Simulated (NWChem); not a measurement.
System: Si2H3F3; SMILES F[Si](F)([SiH3])F

NWChem input:

```
start job
memory heap 200 mb stack 900 mb global 1100 mb
geometry units angstroms noautoz
  F      0.487937     1.409461     1.015978
  Si     0.000000     0.000000     0.416167
  F      0.976660    -1.127297     1.015978
  F     -1.464598    -0.282164     1.015978
  Si     0.000000     0.000000    -1.908239
  H      1.387960     0.263064    -2.386353
  H     -0.921800     1.070477    -2.386353
  H     -0.466160    -1.333541    -2.386353
end
basis spherical
  * library def2-svpd
end
dft
  xc hfexch
  iterations 150
  mulliken
end
task dft energy
```

Output (shortened):

```
             Northwest Computational Chemistry Package (NWChem) 7.3.0
             --------------------------------------------------------

 C3  symmetry detected

                             Geometry "geometry" -> ""
                             -------------------------

 Output coordinates in angstroms (scale by  1.889725989 to convert to a.u.)

  No.       Tag          Charge          X              Y              Z
 ---- ---------------- ---------- -------------- -------------- --------------
    1 F                    9.0000     1.15454158     0.94429712     1.02661009
    2 Si                  14.0000     0.00000000    -0.00000000     0.42679909
    3 F                    9.0000     0.24051451    -1.47201090     1.02661009
    4 F                    9.0000    -1.39505609     0.52771377     1.02661009
    5 Si                  14.0000     0.00000000     0.00000000    -1.89760691
    6 H                    1.0000     1.31978403    -0.50379193    -2.37572091
    7 H                    1.0000    -0.22359540     1.39486247    -2.37572091
    8 H                    1.0000    -1.09618863    -0.89107053    -2.37572091

 Effective nuclear repulsion energy (a.u.)     313.3086140552

      Symmetry information
      --------------------

 Group name             C3
 Group number              5
 Group order               3
 No. of unique centers     4

  xc_inp: hfexch multiplicative factor not found.

                                 NWChem DFT Module
                                 -----------------

 Summary of "ao basis" -> "ao basis" (spherical)
 ------------------------------------------------------------------------------
       Tag                 Description            Shells   Functions and Types
 ---------------- ------------------------------  ------  ---------------------
 F                         def2-svpd                 9       23   4s3p2d
 Si                        def2-svpd                10       24   5s3p2d
 H                         def2-svpd                 4        8   2s2p

      Symmetry analysis of basis
      --------------------------

        a          51
        e+         45
        e-         45

  Rotation of axis

            General Information
            -------------------
          SCF calculation type: DFT
          Wavefunction type:  closed shell.
          No. of atoms     :     8
          No. of electrons :    58
           Alpha electrons :    29
            Beta electrons :    29
          Charge           :     0
          Spin multiplicity:     1
          Use of symmetry is: on ; symmetry adaption is: on
          Maximum number of iterations: 150
          AO basis - number of functions:   141
                     number of shells:    59
          Convergence on energy requested:  1.00D-06
          Convergence on density requested:  1.00D-05
          Convergence on gradient requested:  5.00D-04

              XC Information
              --------------
                     Hartree-Fock (Exact) Exchange  1.000

      Superposition of Atomic Density Guess
      -------------------------------------

 Sum of atomic energies:        -876.86728384

      Non-variational initial energy
      ------------------------------

 Total energy =    -877.842384
 1-e energy   =   -1843.649587
 2-e energy   =     652.498589
 HOMO         =      -0.370351
 LUMO         =       0.039079

      Symmetry analysis of molecular orbitals - initial
      -------------------------------------------------

  Numbering of irreducible representations:

     1 a           2 e+          3 e-

  Orbital symmetries:

     1 a           2 a           3 a           4 e+          5 e+
     6 a           7 a           8 e+          9 e+         10 a
    11 e+         12 e+         13 a          14 a          15 e+
    16 e+         17 a          18 a          19 e+         20 e+
    21 a          22 e+         23 e+         24 e+         25 e+
    26 a          27 e+         28 e+         29 a          30 a
    31 e+         32 e+         33 a          34 a          35 e+
    36 e+         37 e+         38 e+         39 a

     ---------------------------------------------
      Total Density - Mulliken Population Analysis
     ---------------------------------------------

    Atom       Charge   Shell Charges
 -----------   ------   -------------------------------------------------------
    1 F    9     9.78   1.99  1.15  0.77  0.07  3.51  2.11  0.16  0.00  0.01
    2 Si  14    11.60   2.00  1.99  0.81 -0.38  0.15  5.93  0.71  0.13  0.30 -0.04
    3 F    9     9.78   1.99  1.15  0.77  0.07  3.51  2.11  0.16  0.00  0.01
    4 F    9     9.78   1.99  1.15  0.77  0.07  3.51  2.11  0.16  0.00  0.01
    5 Si  14    14.52   2.00  1.99  1.03  0.53 -0.04  5.94  1.14  1.78  0.09  0.08
    6 H    1     0.85   0.69  0.17  0.01 -0.02
    7 H    1     0.85   0.69  0.17  0.01 -0.02
    8 H    1     0.85   0.69  0.17  0.01 -0.02

   convergence    iter        energy       DeltaE   RMS-Dens  Diis-err
 ---------------- ----- ----------------- --------- --------- ---------
 d= 0,ls=0.0,diis     1   -877.6086343014 -1.19D+03  1.10D-02  9.10D-01
 d= 0,ls=0.0,diis     2   -877.6880079111 -7.94D-02  2.44D-03  3.16D-01
 d= 0,ls=0.0,diis     3   -877.7141829595 -2.62D-02  1.03D-03  4.73D-03
 d= 0,ls=0.0,diis     4   -877.7152773307 -1.09D-03  3.11D-04  2.20D-04
 d= 0,ls=0.0,diis     5   -877.7153458133 -6.85D-05  6.59D-05  7.70D-06
  Resetting Diis
 d= 0,ls=0.0,diis     6   -877.7153490361 -3.22D-06  8.74D-06  2.18D-07
 d= 0,ls=0.0,diis     7   -877.7153491220 -8.59D-08  1.63D-06  9.91D-09

         Total DFT energy =     -877.715349122035
      One electron energy =    -1845.210719316193
           Coulomb energy =      726.339697572665
    Exchange-Corr. energy =      -72.152941433754
 Nuclear repulsion energy =      313.308614055247

 Numeric. integr. density =        0.000000000000

                  Occupations of the irreducible representations
                  ----------------------------------------------

                     irrep           alpha         beta
                     --------     --------     --------
                     a                13.0         13.0
                     e+               16.0         16.0
                     e-                0.0          0.0

                       DFT Final Molecular Orbital Analysis
                       ------------------------------------

 Vector   27  Occ=2.000000D+00  E=-5.132509D-01  Symmetry=e+
              MO Center=  4.2D-01,  2.6D-01, -2.2D+00, r^2= 2.1D+00
   Bfn.  Coefficient  Atom+Function         Bfn.  Coefficient  Atom+Function
  ----- ------------  ---------------      ----- ------------  ---------------
   118      0.329473  6 H  s                126     -0.304734  7 H  s
   106     -0.228475  5 Si py               105      0.212899  5 Si px
   103     -0.206758  5 Si py               102      0.192619  5 Si px
   119      0.127439  6 H  s                100      0.120538  5 Si py
   127     -0.117879  7 H  s                 99     -0.112297  5 Si px

 Vector   28  Occ=2.000000D+00  E=-5.132509D-01  Symmetry=e+
              MO Center= -4.2D-01, -2.6D-01, -2.2D+00, r^2= 2.1D+00
   Bfn.  Coefficient  Atom+Function         Bfn.  Coefficient  Atom+Function
  ----- ------------  ---------------      ----- ------------  ---------------
   134      0.366160  8 H  s                105     -0.228475  5 Si px
   106     -0.212899  5 Si py               102     -0.206758  5 Si px
   126     -0.204505  7 H  s                103     -0.192619  5 Si py
   118     -0.161655  6 H  s                135      0.141634  8 H  s
    99      0.120538  5 Si px               100      0.112297  5 Si py

 Vector   29  Occ=2.000000D+00  E=-4.679401D-01  Symmetry=a
              MO Center=  5.3D-15,  8.4D-16, -9.1D-01, r^2= 2.7D+00
   Bfn.  Coefficient  Atom+Function         Bfn.  Coefficient  Atom+Function
  ----- ------------  ---------------      ----- ------------  ---------------
   107      0.293642  5 Si pz                26      0.283963  2 Si s
   104      0.282853  5 Si pz                34     -0.252404  2 Si pz
    27      0.182024  2 Si s                 25      0.168762  2 Si s
    37     -0.160921  2 Si pz               101     -0.157827  5 Si pz
     7     -0.139534  1 F  pz                54     -0.139534  3 F  pz

 Vector   30  Occ=0.000000D+00  E= 7.436330D-02  Symmetry=a
              MO Center= -2.5D-13, -2.2D-13, -1.8D+00, r^2= 1.2D+01
   Bfn.  Coefficient  Atom+Function         Bfn.  Coefficient  Atom+Function
  ----- ------------  ---------------      ----- ------------  ---------------
    97      6.325345  5 Si s                 98     -4.417792  5 Si s
    27     -1.826888  2 Si s                  4      0.802170  1 F  s
    51      0.802170  3 F  s                 74      0.802170  4 F  s
   119     -0.690116  6 H  s                127     -0.690116  7 H  s
   135     -0.690116  8 H  s                 28     -0.494754  2 Si s

 Vector   31  Occ=0.000000D+00  E= 1.005625D-01  Symmetry=a
              MO Center= -5.7D-12,  3.7D-12, -1.5D+00, r^2= 1.4D+01
   Bfn.  Coefficient  Atom+Function         Bfn.  Coefficient  Atom+Function
  ----- ------------  ---------------      ----- ------------  ---------------
    97      4.546667  5 Si s                 98     -4.198475  5 Si s
    28      3.809360  2 Si s                  4     -1.303939  1 F  s
    51     -1.303939  3 F  s                 74     -1.303939  4 F  s
    27      1.095635  2 Si s                107     -0.727466  5 Si pz
   119     -0.639309  6 H  s                127     -0.639309  7 H  s

[...]
```

Level: Hartree-Fock/def2-SVPD. Coordinates come from a PBE0/def2-SVP optimisation.
